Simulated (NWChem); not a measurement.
System: C2H6FNSi; SMILES C=C(F)[SiH2]N

```xyz
11

C      0.9287     1.8606     0.3912
C      0.0470     0.9435    -0.0090
F     -1.2489     1.2940    -0.1512
Si     0.4013    -0.8734    -0.4124
N     -0.4313    -2.0344     0.5566
H      0.6256     2.8914     0.5981
H      1.9784     1.5883     0.5137
H      1.8752    -1.0331    -0.2414
H     -0.0268    -1.1119    -1.8211
H     -0.2693    -2.0766     1.5567
H     -1.3954    -2.2598     0.3389
```
Atoms are numbered in this order, from 1.

All runs: NWChem. Pople sets run with spherical d functions. Geometry: optimised at PBE0/def2-SVP.

Q: Taking TPSS/6-311++G** as the yardstick, which of these has the fewest basis functions while keeping “highest occupied level (eV)” within 0.05 eV of it: TPSS/6-31+G*; TPSS/6-311G**; TPSS/STO-3G; TPSS/3-21G; TPSS/6-31G*?

A: none of them.
| level | basis functions | highest occupied level (eV) | relative time (rough) |
|---|---|---|---|
| TPSS/STO-3G | 35 | -2.28 | 1 |
| TPSS/3-21G | 61 | -5.52 | 1 |
| TPSS/6-31G* | 86 | -5.81 | 3 |
| TPSS/6-31+G* | 106 | -6.17 | 6 |
| TPSS/6-311G** | 134 | -6.06 | 6 |
| TPSS/6-311++G** | 160 | -6.23 | 10 |

The yardstick is one finite set, not the basis-set limit.
